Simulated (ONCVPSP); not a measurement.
# Ranking ONCV potentials for zirconium

All share these settings but for the change named:

```
Element                 : zirconium
Generator               : ONCVPSP 4.0.1
Type                    : optimised norm-conserving Vanderbilt (ONCV)
Functional              : PBEsol
Relativity              : scalar-relativistic
Frozen core             : [Ar] 3d10
Valence charge          : 12
Reference configuration : 4s2 4p6 4d2 5s2
Partial waves           : 4s+5s: rc 2.20 bohr, ncon 5, nbas 9, qcut 4.5 1/bohr, 2 projectors; 4p: rc 1.40 bohr, ncon 4, nbas 8, qcut 6.2 1/bohr, 2 projectors, debl 3.6 Ha; 4d: rc 3.05 bohr, ncon 4, nbas 9, qcut 5.7 1/bohr, 2 projectors, debl 3.3 Ha
Local potential         : polynomial inside 1.35 bohr (lpopt 5, dvloc0 6 Ha)
Core correction         : Teter function fitted to the true core (icmod 2), fcfact 0.65
```

Test errors are all-electron minus pseudo excitation energies from the reference, over 4s2 4p6 4d2 5s1; 4s2 4p6 4d2 5s0; 4s2 4p6 4d1 5s0; 4s2 4p6 4d2 5s1.5. None of these files shows a bound ghost.

The base gives 17.6 meV.

Of 9 variants that were run, those that failed, showed a ghost or another fault, or gave nearly equal values are left out.

A variant can come out equal or close to the base, since the largest error may sit in a test that the change hardly touches while other tests move.

Problem. Rank these variants by their largest absolute test error, smallest first.
A. p: rc 1.1; local potential polynomial inside 1.10 bohr (lpopt 5, dvloc0 6 Ha)
B. p: rc 1.22; local potential polynomial inside 1.22 bohr (lpopt 5, dvloc0 6 Ha)
C. p: rc 1.78

Solution. B (14.3 meV), A (16.2 meV), C (18.8 meV).
